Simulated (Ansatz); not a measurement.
C3H7Br can be A, `CC(C)Br`, or B, `CCCBr`.

Program: Ansatz. Geometries: PBE0-D4/def2-TZVP. ΔE: electronic, gas phase. CBS: MP2 limit from def2 TZ/QZ plus the TZ coupled-cluster correction, frozen cores. DFT in def2-TZVPP. B3LYP here is the variant with VWN-RPA as its local correlation; programs differ in this. For Br outer-core shells are correlated without core-valence functions, which leaves a few kJ/mol of doubt a bond. Scalar relativity is left out up to krypton. One conformer a species, not always the lowest.

Task: Which isomer does CCSD(T)/CBS put lower? Give the gap. (Estimate.)

Result: Ansatz gave: A, by 10.4 kJ/mol.

Task: Give E(B) − E(A) in kJ/mol with B3LYP-D4, PBE0-D4, CCSD(T)/def2-TZVPP, r2SCAN-D4, B2PLYP, CCSD/def2-TZVPP, PBE-D4. (An estimate is asked.)

Result: Ansatz gave: B3LYP-D4 9.1, PBE0-D4 8.7, CCSD(T)/def2-TZVPP 9.8, r2SCAN-D4 10.8, B2PLYP 9.3, CCSD/def2-TZVPP 9.1, PBE-D4 9.2. None reverses the order clearly.

Largest T1 diagnostic: 0.008.
